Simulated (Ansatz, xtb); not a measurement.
**Two structures of C2H3AlGe**

Structure a is `[CH]1=[CH][Ge][AlH]1`, a singlet and structure b is a singlet given by its coordinates. Both are isolated molecules in the gas phase, relaxed with PBE0-D3(BJ)/pcseg-1.

a (Å):

| atom | x (Å) | y (Å) | z (Å) |
| --- | --- | --- | --- |
| C | -1.6326 | 0.7670 | 1.2560 |
| C | -1.1266 | 1.5541 | 0.2549 |
| Al | -0.0042 | 0.1219 | -0.4130 |
| Ge | -2.0774 | -0.9699 | 0.3941 |
| H | -2.0591 | 1.1548 | 2.1897 |
| H | 1.5568 | 0.1737 | -0.6983 |
| H | -1.3268 | 2.6293 | 0.1878 |

b (Å):

| atom | x (Å) | y (Å) | z (Å) |
| --- | --- | --- | --- |
| C | -0.6982 | 1.2846 | -1.1651 |
| C | -0.5634 | 0.5696 | -0.0768 |
| Al | -1.0175 | 0.2146 | 1.7549 |
| Ge | -1.9215 | 2.2092 | 0.0346 |
| H | -0.3018 | 1.2980 | -2.1771 |
| H | -0.0359 | 0.8168 | 2.8448 |
| H | -2.1462 | -0.8731 | 1.9932 |

Close contacts (Å): C1–C2 1.31, C1–Ge4 1.95, C2–Al3 1.92, C2–Ge4 2.13, Al3–Ge4 2.78, C1–H5 1.09, Al3–H6 1.59, Al3–H7 1.59.

Problem. Which of the two would you expect CCSD(T)/def2-TZVP electronic energies to favour?

Solution. Structure b; the calculation gives E(b) − E(a) = −0.111 eV.

How the difference moves with the method:

| level | geometry | E(b) − E(a) (eV) | departure from the last row (eV) | job, with rough time for the two |
| --- | --- | --- | --- | --- |
| GFN2-xTB | GFN2-xTB | −0.267 | −0.156 | optimisation, 0.26 s |
| HF/STO-3G | GFN2-xTB | +0.029 | +0.140 | single point, 0.28 s |
| r2SCAN-D4/def2-SVP | GFN2-xTB | −0.212 | −0.101 | single point, 2.9 s |
| PBE0-D3(BJ)/pcseg-1 | PBE0-D3(BJ)/pcseg-1 | +0.173 | +0.285 | optimisation, 37 s |
| HF/def2-TZVP | PBE0-D3(BJ)/pcseg-1 | −0.088 | +0.023 | part of the CCSD(T) run |
| MP2/def2-TZVP | PBE0-D3(BJ)/pcseg-1 | −0.245 | −0.134 | part of the CCSD(T) run |
| CCSD(T)/def2-TZVP | PBE0-D3(BJ)/pcseg-1 | −0.111 |  | single point, 68 s |

HF/STO-3G, PBE0-D3(BJ)/pcseg-1 put the two in the other order. The largest departure from CCSD(T)/def2-TZVP is that of PBE0-D3(BJ)/pcseg-1, 0.285 eV.

With harmonic frequencies from PBE0-D3(BJ)/pcseg-1 (ideal gas, rigid rotor, one conformer each, 1000 K, 1 atm): the zero-point term adds −0.113 eV; ΔH is −0.180 and ΔG −0.310 eV.

The correlated steps freeze 16 core orbitals; the filled d shell of Ge is correlated, in a basis made for valence electrons. Mirror images aren't counted in ΔG. Run with Ansatz 0.2.0, xtb 6.7.1; the last row on 2 threads of Arm Neoverse V2 on a shared host.
